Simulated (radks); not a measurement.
Results of a calculation; reference values are marked as such.
All-electron atom: Ar2+ in [He] 2s2 2p5 3s2 3p4 4s1 (not the ground configuration).

Code: a radial shooting solver on a logarithmic mesh with Libxc functionals. Model: non-relativistic Kohn-Sham, TASK exchange with Perdew-Wang LDA correlation, spin-unpolarised, spherical densities, point nucleus; meta-GGA in the generalised Kohn-Sham scheme.

Energy parts (eV):
| part | energy |
|---|---|
| total | -14032.787 |
| kinetic | 14009.085 |
| electron-nucleus | -32631.309 |
| Hartree | 5351.160 |
| exchange-correlation | -761.723 |

Orbitals (lengths in bohr, moments of r in powers of bohr; r(max) is where P^2 peaks; r(90%) holds 90 % of the orbital's charge):
orbital,occ.,eigenvalue (eV),r(90%),<r^4>,r(max),<r^2>
1s,2,-3208.353,0.154,0.0002587,0.05655,0.01002
2s,2,-366.6371,0.633,0.06851,0.3364,0.1963
2p,5,-302.4533,0.601,0.05691,0.2765,0.1652
3s,2,-63.3543,1.86,5.099,1.099,1.800
3p,4,-46.4438,2.01,7.110,1.142,2.059
4s,1,-15.4811,5.02,274.1,3.230,13.89

The highest occupied level is 4s at -15.481 eV. Summed over all electrons, <r^2> = 26.97 bohr^2, which gives a Langevin (diamagnetic) susceptibility term of -21.4 x 10^-6 cm^3/mol.
